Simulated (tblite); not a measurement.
Species: C8H7 (doublet state).
Cartesian coordinates in Å at the GFN2-xTB level; atoms count from 1:
```xyz
15
C8H7 angstrom
C      4.2222    1.1967    0.0422
C      3.1235    0.7617    0.2755
C      1.8821    0.2740    0.5326
C      0.7866   -0.1589    0.7981
C     -0.5416   -0.6719    1.0318
C     -1.1940   -1.0467   -0.2971
C     -2.6316   -0.8987   -0.4892
C     -1.7634    0.0315   -1.2102
H      5.1795    1.5727   -0.1593
H     -0.4880   -1.5526    1.6801
H     -1.1403    0.0918    1.5379
H     -0.6828   -1.8637   -0.7957
H     -3.4185   -0.7160    0.2119
H     -1.7258    1.0736   -0.9066
H     -1.6125   -0.0968   -2.2738
```

Level: GFN2-xTB in tblite, geometry and Hessian alike; calculated harmonic values, unscaled, isolated species. Errors from tens to a few hundred cm⁻¹ against measured bands are possible. One conformer, not necessarily the lowest. Open shells enter through the occupations alone, without spin polarisation, and single modes of such species can be off by tens of per cent.

Harmonic wavenumbers (cm⁻¹): 34.5, 78.3, 136.4, 171.5, 267.9, 290.9, 333.5, 372.3, 373.9, 442.7, 615.9, 633.0, 634.4, 740.8, 828.1, 848.5, 880.8, 965.0, 989.4, 1033.7, 1051.0, 1077.0, 1111.6, 1156.7, 1201.5, 1245.1, 1288.8, 1390.6, 1437.5, 1460.1, 2219.0, 2344.8, 2932.2, 2948.9, 2995.0, 3012.6, 3048.9, 3147.8, 3405.7.

A = 7484, B = 822.4, C = 764.3 MHz; mass 103.055 u (most abundant isotopes); point group C1, symmetry number 1; spin multiplicity 2.

**Question.** What is the zero-point energy?

**Answer.** ½Σν̃ = 24573 cm⁻¹ = 293.96 kJ/mol.

**Question.** Entropy at 298.15 K, 1 bar (ideal gas, RRHO, classical rotation)?

**Answer.** Translation 166.66, rotation 119.72, vibration 103.38, spin (R ln 2) 5.76: S = 395.5 J/(mol K).

**Question.** And Cp and H(298.15 K) − H(0)?

**Answer.** Cp = 140.76 J/(mol K), of which vibrations give 107.51 (their classical limit is 39 R = 324.3); H(298.15 K) − H(0) = 26.04 kJ/mol without the zero-point energy, 16.12 from vibrations.

**Question.** What must be added to the electronic energy to get the Gibbs energy at 298.15 K and 1 bar?

**Answer.** ZPE + [H(298.15 K) − H(0)] − T·S = 293.96 + 26.04 − 117.93 = 202.07 kJ/mol.

**Question.** Which modes carry the vibrational entropy at 298.15 K?

**Answer.** 34.5 cm⁻¹: 23.23; 78.3 cm⁻¹: 16.46; 136.4 cm⁻¹: 11.94; 171.5 cm⁻¹: 10.12; 267.9 cm⁻¹: 6.74; 290.9 cm⁻¹: 6.15 J/(mol K); the other 33 give 28.75 together.

**Question.** How do the functions run with temperature in this model?

**Answer.** 
```json
{"T (K)": "50", "S (J/(mol K))": "245.8", "Cp (J/(mol K))": "51.0", "H − H(0) (kJ/mol)": "2.07", "G − H(0) (kJ/mol)": "-10.23", "ln q(vib)": "0.60"}
{"T (K)": "100", "S (J/(mol K))": "286.9", "Cp (J/(mol K))": "69.9", "H − H(0) (kJ/mol)": "5.08", "G − H(0) (kJ/mol)": "-23.61", "ln q(vib)": "1.63"}
{"T (K)": "373.15", "S (J/(mol K))": "429.8", "Cp (J/(mol K))": "165.2", "H − H(0) (kJ/mol)": "37.53", "G − H(0) (kJ/mol)": "-122.85", "ln q(vib)": "7.56"}
{"T (K)": "500", "S (J/(mol K))": "483.1", "Cp (J/(mol K))": "199.2", "H − H(0) (kJ/mol)": "60.73", "G − H(0) (kJ/mol)": "-180.81", "ln q(vib)": "10.29"}
{"T (K)": "750", "S (J/(mol K))": "573.2", "Cp (J/(mol K))": "244.9", "H − H(0) (kJ/mol)": "116.70", "G − H(0) (kJ/mol)": "-313.23", "ln q(vib)": "15.40"}
{"T (K)": "1000", "S (J/(mol K))": "648.1", "Cp (J/(mol K))": "274.7", "H − H(0) (kJ/mol)": "181.90", "G − H(0) (kJ/mol)": "-466.16", "ln q(vib)": "20.09"}
```

q(vib) and H(0) count from the zero-point level.

Hindered rotation and anharmonicity are outside this model. Other conformers, if any are populated, would add a mixing term that is left out. The structure is chiral; the term R ln 2 for an equal mix with its mirror image is left out.

Hardware: an Arm Neoverse V1 with one thread, shared host with 32 logical CPUs at a one-minute load of 21. Cost: 0.42 s wall. The figure is for the frequency step alone.
